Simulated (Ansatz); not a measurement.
**One elementary step**

Start structure (AlH2BrO, closed shell), relaxed at PBE0-D4/def2-TZVP:

| atom | x (Å) | y (Å) | z (Å) |
| --- | --- | --- | --- |
| Al1 | 0.4847 | -0.0782 | 0.0045 |
| Br2 | 0.0620 | -1.5892 | -1.6163 |
| H3 | 1.9418 | 0.1724 | 0.5154 |
| O4 | -0.7869 | 0.7966 | 0.6782 |
| H5 | -1.7016 | 0.6983 | 0.4180 |

The step: AlH₂BrO ([OH][AlH][Br]) → AlHO ([OH][Al]) + HBr; bonds formed: Br2–H3; bonds broken: Al1–Br2, Al1–H3. Program: Ansatz 0.2.0. Basis: def2-TZVPP and def2-QZVPP. Cores are frozen in the correlated methods. Filled d shells of the heavier atoms are correlated. The def2 sets are not built for correlating such inner shells, so the correlated values are less sure here. Extrapolation: Hartree–Fock as exp(−7.88 √X), correlation as X^−2.97. Energies below are by CCSD(T) at an estimated basis limit (MP2 extrapolated from triple and quadruple zeta, plus CCSD(T) − MP2 in triple zeta).

(1) What are the electronic barrier and the energy of the step, from the start structure to the end structure? (Judge from chemistry; the value comes from the calculation.)

T1 diagnostic: at most 0.013. The restricted Hartree–Fock reference is unstable towards an unrestricted one at one or more of these structures.

Results:

(1) By the calculation: Barrier 289.1 kJ/mol; step energy 222.3 kJ/mol (uphill); reverse barrier, their difference, 66.8 kJ/mol. Barrier and step energy count from the start structure, the reverse barrier from the end structure.

The saddle point: One imaginary mode of 834i cm⁻¹.
```json
{"pair": "Br2–H3", "start (Å)": "3.34", "saddle (Å)": "1.82", "end (Å)": "1.45"}
{"pair": "Al1–Br2", "start (Å)": "2.26", "saddle (Å)": "2.76", "end (Å)": "4.02"}
{"pair": "Al1–H3", "start (Å)": "1.56", "saddle (Å)": "1.69", "end (Å)": "2.57"}
```

Zero-point energy (harmonic, PBE0-D4): ZPE is 57.2 kJ/mol at the start and 47.3 kJ/mol at the saddle, so the barrier goes from 289.1 to 279.2 kJ/mol.

First-order rate constant out of the start structure at 898 K by transition-state theory, with harmonic vibrational free energies alone and no tunnelling: ΔA‡ = 273.6 kJ/mol, so k = (kB T/h) exp(−ΔA‡/kB T) ≈ 10^-3 s⁻¹ (an order of magnitude at best: rotation, the number of equivalent paths and anharmonicity are left out).

Labels in which every atom is bracketed show which atoms are joined, not bond orders.

For scale, one of the runs: CCSD(T)/def2-TZVPP, 149 basis functions (an equivalent command: `ansatz run in.yaml --threads 2`). Hardware: 2 CPU threads, shared host. Wall time 21 s; peak host memory 0.95 GiB.
